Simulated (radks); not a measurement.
Problem. The iodine ion I20+, [Ar] 3d10 4s2 4p3. Method: non-relativistic Kohn-Sham, exchange-only LDA, spin-polarised, spherical densities, point nucleus; computed with a radial shooting solver on a logarithmic mesh with Libxc functionals. Every spin shell is full or empty, so the densities are truly spherical. Functionals are evaluated on that one density, not self-consistently. Rank these exchange functionals by their error against the exact value of the orbitals, and give that value: LDA, PBE, PW91, AM05, SOGGA, G96, EV93, APBE, revTPSS, TASK.

Solution. Exact: -155.247 hartree. From best to worst, with 100 (|E| - |E exact|)/|E exact| (equal figures are ties): PW91 -0.05, EV93 -0.15, APBE +0.30, G96 +0.33, PBE -0.47, revTPSS -0.95, TASK -2.27, SOGGA -2.42, AM05 -4.76, LDA -5.18.
